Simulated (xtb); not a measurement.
Si(H)(SH)3 (H4S3Si), SMILES [SiH](S)(S)S. All values are semi-empirical tight-binding results from xtb (GFN2-xTB unless named), good for trends rather than for accurate numbers. The structure is a stationary point at GFN2-xTB. One conformer was computed; it need not be the lowest.

Computed properties:
| Property | Result |
|---|---|
| orbital gap | 4.71 eV |
| zero-point energy | 22.1 kcal/mol |
| G − E(el) at 298.15 K (modified RRHO) | 0.8 kcal/mol |
| static polarisability (D4 model) | 90.3 bohr³ |
| solvation energy, GFN2-xTB/ALPB(water) | -1.1 kcal/mol |
| solvation energy, GFN2-xTB/ALPB(octanol) | -5.7 kcal/mol |
